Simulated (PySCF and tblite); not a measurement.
The numbers below are computed, except where a source is named.
C₉H₈O, numbered as in [CH2:1]=[CH:2][C:3](=[O:4])[c:5]1[cH:6][cH:7][cH:8][cH:9][cH:10]1.

Free energies: PBE0-D3(BJ)/def2-SVP (IEF-PCM, chloroform) on GFN2-xTB structures plus GFN2-xTB thermal terms, symmetry and mirror images included. Conformers within 3 kcal/mol (GFN2-xTB free energy) were kept, 8 at most. GIAO shieldings: mPW1PW91/pcSseg-1 (IEF-PCM, chloroform). Shifts are against TMS (¹H), TMS (¹³C) at the same level; of two unlike H on one atom, a is the less shielded. Programs: PySCF with density fitting and tblite.

**Question.** What shifts does this protocol give at 298.15 K under fast conformational exchange?

**Answer.** ¹H: 8.23 (H6/H10, 2H), 8.04 (H8, 1H), 7.94 (H7/H9, 2H), 7.40 (H2, 1H), 7.11 (H1a, 1H), 6.59 (H1b, 1H) ppm. ¹³C: 199.5 (C3), 145.6 (C5), 143.5 (C1), 141.8 (C2), 140.2 (C8), 136.0 (C6/C10), 135.0 (C7/C9) ppm.

**Question.** How do the conformers differ?

**Answer.** Torsions listed: C1–C2–C3–O4, O4–C3–C5–C6. Of a mirror pair one member is shown.
```json
{"conformer": "1", "shape": "13°, -149°", "weight %": "87.6"}
{"conformer": "2", "shape": "147°, -33°", "weight %": "12.4"}
```

```tsv
signal	1	2	average
H1a	7.24	6.17	7.11
H1b	6.57	6.80	6.59
H2	7.48	6.84	7.40
H6/H10	8.24	8.16	8.23
H7/H9	7.94	7.93	7.94
H8	8.03	8.05	8.04
C1	143.3	145.2	143.5
C2	141.2	146.0	141.8
C3	198.7	205.9	199.5
C5	145.8	143.7	145.6
C6/C10	135.7	138.0	136.0
C7/C9	135.0	134.7	135.0
C8	140.2	140.3	140.2
```

**Question.** Which signal moves most, for its nucleus, between 220 and 380 K through the change of populations alone?

**Answer.** H1a: 7.17 ppm at 220 K, 7.14 ppm at 260 K, 7.11 ppm at 298.15 K, 7.07 ppm at 340 K, 7.05 ppm at 380 K.

Shifts are unscaled: against experiment ¹³C can be off by 15 ppm or more and ¹H by 0.8 ppm.
